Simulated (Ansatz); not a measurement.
Cartesian coordinates (Å):
SMILES: [SiH3]C=C=C
```xyz
10

C      2.1767    -0.3410    -0.0855
C      1.0029     0.0368     0.3294
C     -0.1877     0.3990     0.7106
Si    -1.7064     0.0647    -0.3188
H      2.7955     0.3118    -0.6896
H      2.5737    -1.3172     0.1667
H     -0.2932     0.9142     1.6634
H     -2.3789     1.3391    -0.6702
H     -1.3096    -0.6470    -1.5525
H     -2.6729    -0.7599     0.4466
```
Charge 0, multiplicity 1.

The numbers are results of frozen-core CCSD(T)/def2-TZVPP // B3LYP-D3(BJ)/def2-TZVP (Ansatz, a first-principles code), not measurements.

```yaml
HF energy: -406.02336 Ha
MP2 correlation energy: -0.59781 Ha
```

Problem. Estimate the CCSD correlation energy, the (T) correction, the total energy and the T1 diagnostic.

Solution. 
```json
{
  "CCSD correlation energy": "-0.64157 Ha",
  "(T) correction": "-0.02946 Ha",
  "CCSD(T) total energy": "-406.69438 Ha",
  "T1 diagnostic": "0.012"
}
```
